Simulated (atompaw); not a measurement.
## What one change does to a pseudopotential (silver, PAW (atompaw))

atompaw 4.2.0.5 input, output lines left out:

```
Ag 47
GGA-PBESOL scalarrelativistic loggrid 1500 logderivrange -3 5 201
5 5 4 0 0 0
5 1 0
4 2 9
0 0 0
c
c
c
c
v
c
c
c
v
c
v
3
3.00 2.80 2.70 2.90
y
-0.05
n
y
1.8
n
y
0.3
n
y
0.15
n
custom polynom vanderbiltortho gaussian
4 0 troulliermartins
2.80
3.00
3.00
3.00
1.75
1.75
2.45
```

Change: all radii scaled by about 1.12 (s 3.14, p 3.36, d 1.96, f 2.74 bohr); local potential troulliermartins scheme with l = 4 at 0 Ry, radius 3.02 bohr; augmentation gaussian compensation charge, radius 3.14 bohr; PAW radius 3.36 bohr; waves and projectors: custom polynom vanderbiltortho; core correction smooth core density matched at 3.24 bohr.

Cutoffs: the cutoffs (Ry, on a coarse ladder) from which the occupation-weighted sum of valence levels, in a spherical-Bessel basis at the reference potential, stays within 10 and 1 mRy of its value at 400 Ry; they do not see the model core or the augmentation charge, which bear on the density cutoff.

**Question.** What does the change do?

**Answer.** The potential gets softer (50 Ry and 80 Ry → 40 Ry and 60 Ry); a bound ghost appears in s, which as a rule spoils a file. A larger radius leaves more room for a smooth pseudo-wave, so fewer plane waves are needed.

```csv
quantity,base,changed
"cutoff, loose",50 Ry,40 Ry
"cutoff, tight",80 Ry,60 Ry
loose cutoff by channel (10 mRy a level),"s 6 Ry, d 30 Ry","s 6 Ry, d 21 Ry"
bound ghosts,none,s
lowest overlap eigenvalue by channel,"s 0.05, p 0.25, d 0.99, f 1.00","s 0.05, p 0.36, d 0.99, f 1.00"
```

 A true bound ghost makes a file unfit for plane-wave use even where its test errors are small: the radial tests pick states by their node count and pass the ghost by. The cutoffs see the waves, projectors and local potential, not the compensation charge or the core.
